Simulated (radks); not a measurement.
Species: Pd3+. Configuration: [Kr] 4d7.

Method: non-relativistic Kohn-Sham, SCAN, spin-polarised, spherical densities, point nucleus; open shells are filled with parallel spins first (spin-orbit coupling, left out, can overturn this in heavy ions); meta-GGA in the generalised Kohn-Sham scheme; relativity is left out, which matters for an element this heavy; computed with a radial shooting solver on a logarithmic mesh with Libxc functionals.

Energy parts (eV):
total: -134378.407
kinetic: 134323.521
electron-nucleus: -318355.450
Hartree: 53475.463
exchange-correlation: -3821.941

Orbitals (lengths in bohr, moments of r in powers of bohr):
[
 {"orbital": "1s up", "occ.": "1", "eigenvalue (eV)": "-23522.13", "<r^2>": "0.001467"},
 {"orbital": "1s down", "occ.": "1", "eigenvalue (eV)": "-23522.12", "<r^2>": "0.001467"},
 {"orbital": "2s up", "occ.": "1", "eigenvalue (eV)": "-3416.565", "<r^2>": "0.02427"},
 {"orbital": "2s down", "occ.": "1", "eigenvalue (eV)": "-3415.915", "<r^2>": "0.02427"},
 {"orbital": "2p up", "occ.": "3", "eigenvalue (eV)": "-3172.597", "<r^2>": "0.01840"},
 {"orbital": "2p down", "occ.": "3", "eigenvalue (eV)": "-3172.077", "<r^2>": "0.01840"},
 {"orbital": "3s up", "occ.": "1", "eigenvalue (eV)": "-653.1658", "<r^2>": "0.1744"},
 {"orbital": "3s down", "occ.": "1", "eigenvalue (eV)": "-652.9028", "<r^2>": "0.1744"},
 {"orbital": "3p up", "occ.": "3", "eigenvalue (eV)": "-555.0353", "<r^2>": "0.1707"},
 {"orbital": "3p down", "occ.": "3", "eigenvalue (eV)": "-554.6782", "<r^2>": "0.1706"},
 {"orbital": "3d up", "occ.": "5", "eigenvalue (eV)": "-375.4162", "<r^2>": "0.1521"},
 {"orbital": "3d down", "occ.": "5", "eigenvalue (eV)": "-374.7716", "<r^2>": "0.1520"},
 {"orbital": "4s up", "occ.": "1", "eigenvalue (eV)": "-123.8186", "<r^2>": "1.062"},
 {"orbital": "4s down", "occ.": "1", "eigenvalue (eV)": "-120.5937", "<r^2>": "1.059"},
 {"orbital": "4p up", "occ.": "3", "eigenvalue (eV)": "-93.0372", "<r^2>": "1.227"},
 {"orbital": "4p down", "occ.": "3", "eigenvalue (eV)": "-89.7571", "<r^2>": "1.227"},
 {"orbital": "4d up", "occ.": "5", "eigenvalue (eV)": "-43.6484", "<r^2>": "1.936"},
 {"orbital": "4d down", "occ.": "2", "eigenvalue (eV)": "-40.4910", "<r^2>": "1.995"}
]

The highest occupied level is 4d down at -40.491 eV. The spin density at the nucleus is -1.1233 e/bohr^3 (1s -0.0618, 2s -0.5331, 3s 0.4225, 4s -0.9509). The density falls to 0.001 e/bohr^3 at r = 3.09 bohr.
